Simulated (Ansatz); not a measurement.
C2H8FN2NbO (`C[N](C)[Nb](=[NH])([OH])[F]`), relaxed with RKS PBE0-D4/def2-TZVP in Ansatz 0.2.0 from a PBE-D4/def2-SVP geometry. The force threshold is 0.005 eV/Å; the program also tests the step.

Total charge 0; spin multiplicity 1. Nb: def2 effective core potential.

Start:

```xyz
15

C    -0.341    0.487    1.692
N     0.208   -0.139    0.495
C     0.820   -1.431    0.748
Nb   -0.069    0.865   -1.188
N     0.587   -0.203   -2.434
O    -1.960    1.135   -1.423
F     0.848    2.538   -1.099
H    -0.809    1.469    1.454
H    -1.130   -0.145    2.164
H     0.448    0.679    2.456
H     1.203   -1.860   -0.196
H     0.087   -2.148    1.190
H     1.669   -1.344    1.466
H     1.009   -0.692   -3.228
H    -2.568    0.787   -2.096
```

Task: By how much does the energy fall, and how many steps does the optimiser take? (Estimate.)

Result: Computed: 0.07 eV, in 6 steps.

Task: Which bonds change most? (Best estimate.)

Result: Ansatz gave: N2–Nb4 from 1.980 to 1.959 Å; C1–H9 from 1.116 to 1.098 Å; Nb4–N5 from 1.767 to 1.749 Å.

Task: Give the relaxed structure. (An estimate is asked.)

Result: The calculation gave: 
```xyz
15

C    -0.341    0.477    1.675
N     0.206   -0.148    0.485
C     0.821   -1.424    0.757
Nb   -0.072    0.846   -1.180
N     0.578   -0.198   -2.423
O    -1.946    1.132   -1.416
F     0.839    2.508   -1.089
H    -0.812    1.439    1.440
H    -1.109   -0.155    2.139
H     0.444    0.671    2.417
H     1.204   -1.858   -0.165
H     0.098   -2.123    1.200
H     1.653   -1.315    1.466
H     0.985   -0.673   -3.215
H    -2.549    0.820   -2.090
```
